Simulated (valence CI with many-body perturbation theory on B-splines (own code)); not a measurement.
## Questions on Ag¹⁵⁺

Method: configuration interaction combined with many-body perturbation theory (CI+MBPT): four valence electrons over a frozen Dirac-Fock core [Ar] 3d10, radial functions for each j: 9 s, 9 p, 8 d, 6 f, 3 g, 1 h, with the one-electron correlation potential Σ1 (screened to all orders), the two-electron term Σ2, the three-electron term Σ3, Breit, model QED; selected single and double excitations, second order for the rest, scaled by the run's own slope (own B-spline code, finite nucleus).

No measured levels were compared; by estimate levels hold to about 250 cm⁻¹ or 0.2 % of their energy and the worst to 1 %, as in measured heavy ions of charge 2 to 7; those with d or f electrons hold less well.

Names give the largest LS component (configuration and term), which can be under half, so a name can repeat, a term be missing and a line seem to break the LS rules; names also repeat where a configuration has a term twice.

Rates and lifetimes use the calculated energies. Strong lines usually hold to 10 to 20 %, long lifetimes can be off by a factor of two.

Question: What is the ground level?

Answer: 4s²4p² ³P_0, composition 83 % 4s²4p² ³P + 16 % 4s²4p² ¹S.

Question: How well does LS coupling describe the low levels?

Answer: Among the lowest 20 levels the leading LS term, summed over configurations, holds 75 % on average. For single configurations the figures are 71 % in LS and 80 % in jj coupling. Terms mix most in the J = 2 level at 438510 cm⁻¹, where the leading one holds 41 %.

Question: What is the ionisation energy?

Answer: 381.57 eV; NIST lists 381 ± 3 eV (theoretical).

Question: Where does the other parity begin?

Answer: At 4s4p³ ⁵S°_2, 310000 cm⁻¹.

Question: Name the longest-lived excited levels whose lifetime is computed, and their main decay.

Answer: 4s²4p² ³P_2 at 57422 cm⁻¹ lives 38.8 ms, mostly by M1 to 4s²4p² ³P_1; 4s²4p² ³P_1 at 43346 cm⁻¹ lives 809 μs, mostly by M1 to 4s²4p² ³P_0; 4s²4p² ¹D_2 at 112620 cm⁻¹ lives 268 μs, mostly by M1 to 4s²4p² ³P_1. The lifetime of 4s²4p4d ³F°_4 is too uncertain to give, and may be longer.

Question: Among levels below 829300 cm⁻¹, which E1 lines absorb most strongly from the ground level?

Answer: to 4s²4p4d ³D°_1 at 16.46 nm, f = 1.86; to 4s4p³ ³D°_1 at 27.04 nm, f = 0.300; to 4s4p³ ³S°_1 at 20.67 nm, f = 0.218.

Question: What are the static dipole polarisabilities of the lowest levels?

Answer: 4s²4p² ³P_0 0.460; 4s²4p² ³P_1 0.477 (tensor 0.018); 4s²4p² ³P_2 0.476 (tensor 0.012); 4s²4p² ¹D_2 0.490 (tensor 0.025) bohr³, of which the core gives 0.0271.
